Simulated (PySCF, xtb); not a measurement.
Be(Me)(SeH) (CH4BeSe), SMILES [SeH][Be][CH3]. One conformer was computed; it need not be the lowest.

Harmonic wavenumbers (cm⁻¹) from GFN2-xTB in xtb at its own minimum, in rising order: 10, 116, 145, 333, 370, 526, 550, 927, 1389, 1490, 1494, 2156, 2980, 2987, 3017.

Question: What does PySCF 2.14.0 with B3LYP-D3(BJ)/def2-TZVP give at its own minimum? (Estimate from the structure and the level; the computed values follow.)

Answer: 22, 181, 204, 372, 522, 686, 692, 1035, 1251, 1446, 1448, 2389, 3009, 3067, 3075. Paired by order, the mean absolute difference is 91 cm⁻¹ and the zero-point energies are 26.4 and 27.7 kcal/mol.
